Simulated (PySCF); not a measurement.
Si(Cl)(OH)2(NH2) (ClH4NO2Si), SMILES N[Si](O)(O)Cl. Atoms are numbered in the order given.

```xyz
9

N      1.8075    -0.2912    -0.1537
Si     0.1228    -0.0215    -0.3393
O     -0.2477     1.3872    -1.1517
O     -0.6147    -1.2278    -1.2143
Cl    -0.6224     0.0702     1.6082
H      2.1285    -0.7551     0.6983
H      2.3536    -0.5856    -0.9670
H      0.1118     2.1921    -0.7394
H     -1.4842    -0.9799    -1.5764
```
Charge 0, spin multiplicity 1.

The structure is a stationary point at PBE-D3(BJ)/def2-SVP. The structure was generated by enumeration, and PubChem lists no compound with its InChIKey, so it may never have been made. One conformer was computed; it need not be the lowest.

Level of theory: PBE-D3(BJ)/def2-SVP (PySCF 2.14.0).

Frequencies are harmonic and unscaled.

Question: Give all harmonic wavenumbers and intensities. (Estimate from the structure and the level; the computed values follow.)

Answer: 
```tsv
mode	ν (cm⁻¹)	IR (km/mol)	moving atoms (share of kinetic energy)
1	117	1.5	H 55 %, O 29 %, N 9 %
2	177	54.7	H 60 %, O 19 %, Cl 12 %
3	210	13.8	H 50 %, N 21 %, O 18 %, Cl 10 %
4	265	35.0	H 50 %, N 16 %, O 14 %, Si 12 %, Cl 8 %
5	279	18.8	O 32 %, H 31 %, Si 17 %, Cl 14 %
6	295	39.0	O 38 %, H 22 %, Cl 19 %, Si 14 %
7	344	60.0	H 46 %, O 41 %
8	355	61.6	H 56 %, O 28 %, N 8 %
9	398	176.2	H 57 %, N 33 %
10	515	107.2	Si 38 %, Cl 37 %, O 12 %
11	763	37.3	O 45 %, H 29 %, N 20 %
12	808	85.4	H 72 %, O 15 %
13	820	177.2	H 64 %, O 22 %, N 10 %
14	840	208.9	H 58 %, Si 18 %, N 13 %, O 10 %
15	936	124.5	Si 44 %, O 36 %, H 17 %
16	961	169.0	Si 46 %, H 22 %, O 17 %, N 15 %
17	1480	60.0	H 89 %, N 11 %
18	3498	30.0	H 96 %
19	3600	34.6	H 91 %, N 9 %
20	3754	70.3	H 94 %
21	3765	74.0	H 94 %
```
